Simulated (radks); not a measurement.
Values are calculated unless marked as measured or tabulated.
Species: I VII. Configuration: [Kr] 4d10 5s1.

Code: a radial shooting solver on a logarithmic mesh with Libxc functionals. Model: Dirac Kohn-Sham, exchange-only PBE, spin-unpolarised, spherical densities, finite nucleus; Fermi nuclear charge, rms radius 4.75 fm.

Energy parts (hartree):
| part | energy |
|---|---|
| total | -7107.88776 |
| kinetic | 7536.38876 |
| electron-nucleus | -17148.90528 |
| Hartree | 2681.33716 |
| exchange | -176.70840 |

Orbitals (lengths in bohr, moments of r in powers of bohr; <r^-3> diverges for s and p1/2; r(90%) holds 90 % of the orbital's charge):
orbital  occ.  eigenvalue (hartree)  r(90%)  <r^-3>   <1/r>  small-component weight
1s1/2       2             -1214.017  0.0490       -   56.84                3.81e-02
2s1/2       2             -189.8186   0.181       -   13.26                8.15e-03
2p1/2       2             -178.2803   0.162       -   13.25                8.18e-03
2p3/2       4             -167.2990   0.169    5231   12.22                7.76e-03
3s1/2       2             -40.47134   0.462       -   4.730                2.41e-03
3p1/2       2             -35.69906   0.457       -   4.641                2.36e-03
3p3/2       4             -33.63211   0.473    1006   4.387                2.24e-03
3d3/2       4             -25.22076   0.450   161.0   4.242                2.12e-03
3d5/2       6             -24.78597   0.455   148.9   4.177                2.09e-03
4s1/2       2              -9.30353    1.06       -   1.906                6.93e-04
4p1/2       2              -7.63393    1.12       -   1.797                6.32e-04
4p3/2       4              -7.22781    1.16   198.1   1.716                5.97e-04
4d3/2       4              -4.53113    1.36   24.61   1.477                4.62e-04
4d5/2       6              -4.46606    1.37   22.57   1.457                4.53e-04
5s1/2       1              -2.97296    2.42       -  0.7743                1.66e-04

The highest occupied level is 5s1/2 at -80.898 eV. The electron density at the nucleus is 2.49e+05 e/bohr^3. Summed over all electrons, <r^2> = 20.21 bohr^2, which gives a Langevin (diamagnetic) susceptibility term of -16 x 10^-6 cm^3/mol. The density falls to 0.001 e/bohr^3 at r = 2.84 bohr.
